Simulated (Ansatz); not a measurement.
Reaction (substitution at a C–C bond): `NC(F)CO` + `BS` → `BSCO` + `NCF`

Computed with Ansatz on PBE0-D4/def2-TZVP structures; ΔE is electronic, products minus reactants. CCSD(T)/CBS is the MP2 limit (def2-TZVPP, def2-QZVPP) plus CCSD(T) − MP2 in def2-TZVPP, frozen cores. This one scheme is used for every species. Functionals use def2-TZVPP. HSE06 is defined as in plane-wave codes. Each species was taken in one conformer, which may not be the lowest.

(1) Is it downhill or uphill in electronic energy at CCSD(T)/CBS, and by how much? (Best estimate.)

(2) What do these levels give: revPBE-D4, ωB97M-V, B2PLYP, PBE-QIDH, revPBE, BLYP, r2SCANh, HSE06, BHLYP, CCSD/def2-SVP, HF/def2-QZVPP, MP2/CBS(def2)? (Best estimate.)

Largest T1 diagnostic among the species: 0.015.

## Answers

(1) The calculation gave: Uphill: ΔE = +27.2 kJ/mol.

(2) Ansatz gave: revPBE-D4 16.7, ωB97M-V 29.6, B2PLYP 24.5, PBE-QIDH 27.0, revPBE 13.2, BLYP 16.7, r2SCANh 26.2, HSE06 22.3, BHLYP 28.8, CCSD/def2-SVP 49.6, HF/def2-QZVPP 31.9, MP2/CBS(def2) 24.0 kJ/mol.

From PBE to PBE0 (25 % exact exchange), in def2-TZVPP and without D4, ΔE moves by +5.5 kJ/mol. At CCSD(T), def2-SVP lies +21.3 kJ/mol from the extrapolated value and def2-TZVPP +2.8 kJ/mol.
